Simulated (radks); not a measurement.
All-electron calculation, non-relativistic Kohn-Sham, LDA (Slater exchange, Perdew-Wang correlation), spin-polarised, spherical densities, point nucleus; open shells are filled with parallel spins first. Program: a radial shooting solver on a logarithmic mesh with Libxc functionals. Response by self-consistent Sternheimer equations with the Hartree and adiabatic LDA kernel. For heavy and open-shell atoms this level of theory can miss by tens of per cent. Estimate the static dipole polarisabilities of F+ ([He] 2s2 2p4) and Co ([Ar] 3d7 4s2) and the C6 coefficients of the three pairs.

Answer. alpha = 1.891 and 51.55 bohr^3; C6 = 3.540 (F+-F+), 29.26 (F+-Co), 430.0 (Co-Co) hartree bohr^6.
